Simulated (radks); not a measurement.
Task: These are the eigenvalues of the occupied orbitals of an atom or ion with whole-number occupations (eV). Calculated with a radial shooting solver on a logarithmic mesh with Libxc functionals: scalar-relativistic Kohn-Sham, exchange-only LDA, spin-polarised, spherical densities, point nucleus.

| orbital | eigenvalue |
|---|---|
| 1s | -30297.86 |
| 2s | -4634.658 |
| 2p | -4165.994 |
| 3s | -930.3688 |
| 3p | -777.5884 |
| 3d | -543.7367 |
| 4s | -176.2153 |
| 4p | -129.3127 |
| 4d | -61.1380 |
| 5s | -38.0188 |

Which element is it, and in what charge state? The configuration may be excited. Open shells, if any, are filled with parallel spins first.

Result: Z = 51, antimony, charge +3: Sb3+ in [Kr] 4d10 5s2. The list shows which subshells hold electrons but not how many an open one holds; the 1s level, -1113.4 hartree, gives Z - s = 47.2 by -(Z - s)^2/2, which with screening and relativity narrows Z to a few neighbours, and the depths of the outer levels then fix element, charge and occupations together.
